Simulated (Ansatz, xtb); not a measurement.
# ClF2HMoO2: which of two structures lies lower

Structure a: a singlet given by its coordinates. Structure b: a singlet given by its coordinates. Both are isolated molecules in the gas phase, relaxed with PBE0-D4/def2-SVP.

a (Å):

```xyz
7

Cl   -1.3607    2.0856    0.0209
F    -0.3033    0.1715    1.9297
F     0.1936    0.3819   -1.6586
Mo   -0.3193    0.0534    0.0981
O    -1.4367   -1.1205   -0.1687
O     1.3734   -0.6941    0.2470
H     1.9142   -0.9459   -0.5140
```

Close contacts (Å): Cl1–Mo4 2.28, F2–Mo4 1.84, F3–Mo4 1.86, Mo4–O5 1.64, Mo4–O6 1.86, Mo4–H7 2.52, O6–H7 0.97.

b (Å):

```yaml
atoms:
  - { symbol: Cl, position_ang: [0.1597, 1.8983, 1.1217] }
  - { symbol: F, position_ang: [0.0128, -0.8952, -1.6674] }
  - { symbol: F, position_ang: [-1.1571, 1.2208, -1.2715] }
  - { symbol: Mo, position_ang: [-0.3668, 0.0274, -0.1085] }
  - { symbol: O, position_ang: [-1.6462, -0.6801, 0.6329] }
  - { symbol: O, position_ang: [1.0504, -0.8498, 0.6757] }
  - { symbol: H, position_ang: [2.0084, -0.7895, 0.5713] }
```

Close contacts (Å): Cl1–Mo4 2.30, F2–Mo4 1.85, F3–Mo4 1.84, Mo4–O5 1.64, Mo4–O6 1.84, Mo4–H7 2.60, O6–H7 0.97.

Energies in hartree; the thermal terms are from PBE0-D4/def2-SVP harmonic frequencies (ideal gas, rigid rotor, one conformer each, 298.15 K, 1 atm) and include the zero-point energy:

|  | a | b |
| --- | --- | --- |
| E, CCSD(T)/def2-SVP | −877.200134 | −877.202691 |
| E, MP2/def2-SVP | −877.203058 | −877.206120 |
| E, MP2/def2-TZVPP | −878.290398 | −878.293088 |
| zero-point energy | 0.022635 | 0.023087 |
| H(298 K) − E | 0.031493 | 0.031713 |
| G(298 K) − E | −0.010896 | −0.010151 |

Task: Correct the CCSD(T) difference for the basis set by the MP2 change, then work out ΔE, ΔE₀, ΔH and ΔG for a → b in kJ/mol (1 Eh = 2625.50 kJ/mol) and the equilibrium ratio [b]/[a].

Result: 1. Differences b − a: CCSD(T) −0.002557, MP2 in the small set −0.003062, MP2 in the large set −0.002690 Eh.
2. ΔE = −0.002557 + (−0.002690 − (−0.003062)) = −0.002185 Eh = −5.74 kJ/mol.
3. ΔE₀ = ΔE + ΔZPE = −0.002185 + (+0.000452) Eh = −4.55 kJ/mol.
4. ΔH = ΔE + (+0.000220) Eh = −5.16 kJ/mol.
5. ΔG = ΔE + (+0.000745) Eh = −3.78 kJ/mol, so ΔS = (ΔH − ΔG)/T = −4.6 J/(mol K).
6. kT = 0.9442 mEh, so K = [b]/[a] = exp(−ΔG/kT) = exp(+1.53) ≈ 4.6.

The two are too close for this level to say which is favoured. An error of 4 kJ/mol in ΔG would change K by a factor of 5. Large T1 diagnostics make the coupled-cluster value less sure. Mirror images and further conformers aren't counted.

Other levels gave ΔE = −7.7 (PBE0-D4/def2-SVP); −4.7 (HF/def2-SVP); −8.0 (MP2/def2-SVP); −6.7 (CCSD(T)/def2-SVP) kJ/mol. The correlated steps freeze 9 core orbitals. Atoms past krypton carry core potentials in the def2 sets, without spin–orbit terms. Programs: Ansatz 0.2.0.
